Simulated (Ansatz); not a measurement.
Basis-set extrapolation for `C=[C](Cl)[AlH][F]` (PBE0-D4/def2-TZVP geometry, frozen core, the Gaussian-basis code of Ansatz). Multiplicity 1, RHF reference.

|  | def2-TZVPP | def2-QZVPP |
| --- | --- | --- |
| HF | -878.489044 | -878.517460 |
| MP2 correlation | -0.832458 | -0.903136 |
| CCSD(T) correlation | -0.903746 | not run |

Energies in hartree. Use E(X) = E(∞) + A·exp(−7.88·√X) for Hartree–Fock and E(X) = E(∞) + B·X^(−2.97) for correlation, with X = 3 and 4, and add CCSD(T) minus MP2 of the smaller set to the MP2 limit.

What is the CCSD(T) energy at the basis-set limit?

HF limit: -878.517460 + (-0.028416) × 0.13774 = -878.52137. MP2 limit: -0.903136 + (-0.070678) × 0.74074 = -0.95549. Higher-order term: -0.903746 − (-0.832458) = -0.07129. Total: -879.54815 hartree, 407.9 kJ/mol below CCSD(T)/def2-TZVPP.
